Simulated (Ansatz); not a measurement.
Total energies of Cs2F from Ansatz at PBE0-D4/def2-TZVP, gas phase (1 Eh = 27.2114 eV = 2625.5 kJ/mol). The reference geometry is relaxed at PBE0-D4/def2-TZVP.

```tsv
atom	x (Å)	y (Å)	z (Å)
Cs1	1.487	-0.820	1.612
Cs2	-1.895	0.927	-1.016
F3	0.408	-0.107	-0.596
```

| state | geometry | energy (Eh) |
| --- | --- | --- |
| charge 0 doublet | reference | -140.17686 |
| charge 1 singlet | reference | -140.06081 |
| charge 0 quartet | relaxed at PBE0-D4/def2-TZVP | -139.96475 |
| free Cs atom (doublet) | – | -20.13995 |
| free F atom (doublet) | – | -99.67617 |

In the def2 sets Cs takes a core potential; there is no spin–orbit coupling.

Work out the vertical ionisation energy to the singlet.

E(charge 1 singlet) − E(charge 0 doublet) = -140.06081 − (-140.17686) = 0.11605 Eh = 3.16 eV. For comparison, −ε of the highest occupied level of the spin that leaves is 2.13 eV at this level, 1.03 eV less.

Which of the charge 0 states is lowest, and how far above it are the others?

The doublet. quartet: -139.96475 − (-140.17686) = 0.21211 Eh = 556.9 kJ/mol. The quartet has fallen apart, so its energy is that of loose fragments and no spin gap. The quartet differs in its bonds from the reference.

What is the binding energy per atom against free atoms?

Atoms: 2 × (-20.13995) + 1 × (-99.67617) = -139.95607 Eh. Binding: -139.95607 − (-140.17686) = 0.22079 Eh = 6.01 eV, or 2.00 eV for each of 3 atoms (no zero-point energy, no counterpoise term).

The structure comes from a short search, and lower isomers may exist.
